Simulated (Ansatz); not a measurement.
VB6⁺, relaxed as a singlet with RKS r2SCAN-D4/def2-SVP in Ansatz, starting from the GFN2-xTB geometry. Force threshold 0.02 eV/Å.

The restricted singlet is unstable towards broken spin symmetry at other levels; at r2SCAN-D4/def2-SVP this wasn't settled. The relaxation made no stability test and no search for a lower SCF solution. No other spin state of charge 1 was run. Another isomer (singlet) lies 0.08 eV lower at PBE-D4/def2-SVP; other spin states weren't run for this one.

Start:

```xyz
7

V     1.879    0.976    0.021
B    -0.214   -1.521    0.042
B    -1.548   -0.791    0.094
B     0.059    0.109    0.646
B     0.009    1.394   -0.424
B     1.172   -0.852   -0.151
B    -1.356    0.685   -0.228
```

| step | energy (eV) | largest force component (eV/Å) | SCF passes |
| --- | --- | --- | --- |
| 1 | -29719.9175 | 2.104 | 50 |
| 2 | -29720.2265 | 0.831 | 35 |
| 3 | -29720.2921 | 0.343 | 35 |
| 4 | -29720.3030 | 0.145 | 28 |
| 5 | -29720.3081 | 0.077 | 34 |
| 6 | -29720.3086 | 0.025 | 31 |
| 7 | -29720.3087 | 0.010 | 20 |

Force components are those of the run's own axes.

End:

```xyz
7

V     1.906    0.997    0.075
B    -0.229   -1.569    0.003
B    -1.557   -0.778    0.240
B    -0.014    0.059    0.543
B     0.061    1.432   -0.432
B     1.234   -0.833   -0.155
B    -1.401    0.692   -0.273
```

By distances, no bond broke or formed. The bond that changes most is B3–B4, from 1.92 to 1.78 Å (atoms count from 1).

No frequencies were taken in this run, so the end may be a saddle point.

It took 18 s on 4 threads of Arm Neoverse V1 on a shared host.
